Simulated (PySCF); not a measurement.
Stepwise substitution at one centre (Ga NH2-SH). All species are isolated molecules in the gas phase. One relaxed conformer stands for each flexible species; it need not be the lowest. Strings in code marks are SMILES.

The HOMO–LUMO gap from two functionals at the same geometries (B3LYP-D3(BJ)/def2-TZVP), both in PySCF: PBE-D3(BJ)/def2-TZVP and TPSSh-D3(BJ)/def2-TZVP. 

| species | PBE-D3(BJ)/def2-TZVP (eV) | TPSSh-D3(BJ)/def2-TZVP (eV) |
|---|---|---|
| 0 of 3 NH2 replaced by SH | 4.60 | 5.77 |
| 1 of 3 NH2 replaced by SH (`[NH2][Ga]([NH2])[SH]`) | 4.60 | 5.77 |
| 2 of 3 NH2 replaced by SH (`[NH2][Ga]([SH])[SH]`) | 4.63 | 5.77 |
| 3 of 3 NH2 replaced by SH (`[SH][Ga]([SH])[SH]`) | 4.46 | 5.53 |

Over these rows, drawn at random from the members with no instability flagged (it was tested for open shells, ions and some series alone), PBE minus TPSSh-D3(BJ): mean -1.13 eV, from -1.17 eV to -1.07 eV.
